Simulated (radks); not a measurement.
Results of a calculation; reference values are marked as such.
Ir11+, 66 electrons, occupied as [Kr] 4d10 4f(5/2: 5, 7/2: 8) 5s2 5p(1/2: 2, 3/2: 3) (not the ground configuration).

Code: a radial shooting solver on a logarithmic mesh with Libxc functionals. Model: Dirac Kohn-Sham, relativistic LDA (MacDonald-Vosko exchange, VWN5 correlation), spin-unpolarised, spherical densities, finite nucleus; Fermi nuclear charge, rms radius 5.4032 fm.

Energy parts (hartree):
total: -17772.5927
kinetic: 20168.2253
electron-nucleus: -44076.2433
Hartree: 6430.4242
exchange-correlation: -294.9990

Orbitals (lengths in bohr, moments of r in powers of bohr; r(max) is where P^2 peaks; r(90%) holds 90 % of the orbital's charge):
orbital  occ.  eigenvalue (hartree)   r(max)      <r>  <1/r>  r(90%)
1s1/2       2             -2780.165  0.01088  0.01752  91.69  0.0320
2s1/2       2             -492.9172  0.06278  0.07326  22.46   0.115
2p1/2       2             -473.0229  0.04638  0.06039  22.43   0.101
2p3/2       4             -414.0054  0.05351  0.06866  18.54   0.111
3s1/2       2             -121.1422   0.1766   0.1906  8.252   0.280
3p1/2       2             -112.1318   0.1649   0.1806  8.172   0.272
3p3/2       4             -99.19063   0.1794   0.1958  7.159   0.293
3d3/2       4             -84.00663   0.1398   0.1707  7.062   0.266
3d5/2       6             -81.19256   0.1438   0.1753  6.827   0.272
4s1/2       2             -31.63613   0.3983   0.4232  3.499   0.608
4p1/2       2             -27.81214   0.3966   0.4260  3.394   0.619
4p3/2       4             -24.71187   0.4267   0.4592  3.040   0.666
4d3/2       4             -18.39532   0.4200   0.4683  2.843   0.699
4d5/2       6             -17.81167   0.4293   0.4792  2.761   0.715
5s1/2       2             -10.34955   0.8678   0.9220  1.490    1.30
4f5/2       5              -9.70710   0.3873   0.5088  2.401   0.814
4f7/2       8              -9.58493   0.3918   0.5150  2.370   0.823
5p1/2       2              -9.02580   0.9083   0.9731  1.395    1.38
5p3/2       3              -8.38400   0.9731    1.038  1.285    1.47

The highest occupied level is 5p3/2 at -228.14 eV. Summed over all electrons, <r^2> = 16.84 bohr^2, which gives a Langevin (diamagnetic) susceptibility term of -13.3 x 10^-6 cm^3/mol. The density falls to 0.001 e/bohr^3 at r = 2.20 bohr.
